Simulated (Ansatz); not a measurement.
`[CH3][Mo](=[O])([F])=[S]`. Total charge 0; spin multiplicity 1. Correlated methods include outer-core shells of Mo, which these sets cover unevenly. Mo takes the def2 core potential.

```xyz
8

C    -0.9107    0.6238   -0.0147
Mo    0.8585   -0.4797   -0.0183
O     1.8063    0.2675    1.1266
F     1.5813   -0.5125   -1.7125
S     0.2861   -2.3709    0.6950
H    -1.3499    0.6807    0.9818
H    -0.6505    1.6323   -0.3553
H    -1.6211    0.1589   -0.7026
```

(1) Give the diagnostics of a CCSD(T)/def2-TZVPP run (frozen core, Ansatz). (An estimate is asked.)

Results:

(1) The calculation gave: T1 = 0.0251, largest single amplitude 0.047, largest double 0.060, (T) share of the correlation energy 5.9 %, 15 CCSD cycles. The RHF solution is unstable towards an unrestricted one. T1 lies over the customary mark of 0.02 for closed shells; compounds of d metals often pass it without a breakdown.
